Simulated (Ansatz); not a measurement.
Reaction (ligand exchange at a Ge–C bond): `N[CH](F)[GeH3]` + HCl → `[Cl][GeH3]` + `NCF`

Gas-phase electronic energies from Ansatz, PBE0-D4/def2-TZVP geometries. CBS: MP2 limit from def2 TZ/QZ plus the TZ coupled-cluster correction, frozen cores. This one scheme is used for every species. DFT in def2-TZVPP. For Ge outer-core shells are correlated without core-valence functions, which leaves a few kJ/mol of doubt a bond. Scalar relativity is left out up to krypton. Each species was taken in one conformer, which may not be the lowest.

```csv
level,ΔE (eV)
r2SCAN-D4,-1.09
SCS-MP2/def2-TZVPP,-1.12
```

**Question.** What does CCSD(T)/CBS give? (Best estimate.)

**Answer.** Ansatz gave: -1.05 eV. The listed levels differ from it by -0.04, -0.07 eV.

Largest T1 diagnostic among the species: 0.012.

From PBE to PBE0 (25 % exact exchange), in def2-TZVPP and without D4, ΔE moves by −0.07 eV. In def2-TZVPP, CCSD(T) changes the Hartree–Fock value by +0.33 eV (the triples alone add +0.03 eV) and MP2 by +0.30 eV.
